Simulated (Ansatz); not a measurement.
`CC(F)I` + H–F → `CC(F)F` + HI  (substitution at a C–I bond)

Gas-phase electronic energies from Ansatz, PBE0-D4/def2-TZVP geometries. CBS: MP2 limit from def2 TZ/QZ plus the TZ coupled-cluster correction, frozen cores. This one scheme is used for every species. Functionals use def2-TZVPP. def2 core potentials past Kr. For I outer-core shells are correlated without core-valence functions, which leaves a few kJ/mol of doubt a bond.

```
             level  ΔE (kJ/mol)  difference from CCSD(T)/CBS
         revPBE-D4         -0.7                         -2.1
        r2SCANh-D4        -15.4                        -16.8
               PBE        -11.0                        -12.4
              BLYP        -17.3                        -18.7
            r2SCAN        -15.8                        -17.2
              PBE0        -15.3                        -16.7
           LC-ωPBE        -24.8                        -26.2
    MP2/def2-TZVPP          3.6                          2.2
CCSD(T)/def2-TZVPP        -10.0                        -11.4
     MP2/CBS(def2)         15.1                         13.7
       CCSD(T)/CBS          1.4                            0
```

Question: What do rigid-rotor, harmonic-oscillator terms from PBE0-D4/def2-TZVP frequencies (298.15 K, 1 bar) make of the CCSD(T)/CBS value? (Best estimate.)

Answer: Ansatz gave: ΔZPE = -3.8 kJ/mol, ΔH = -3.9 kJ/mol, ΔS = 1 J/(mol·K), ΔG = -4.2 kJ/mol.

Largest T1 diagnostic among the species: 0.011.

At CCSD(T), def2-SVP lies −43.9 kJ/mol from the extrapolated value and def2-TZVPP −11.4 kJ/mol. From PBE to PBE0 (25 % exact exchange), in def2-TZVPP and without D4, ΔE moves by −4.3 kJ/mol.
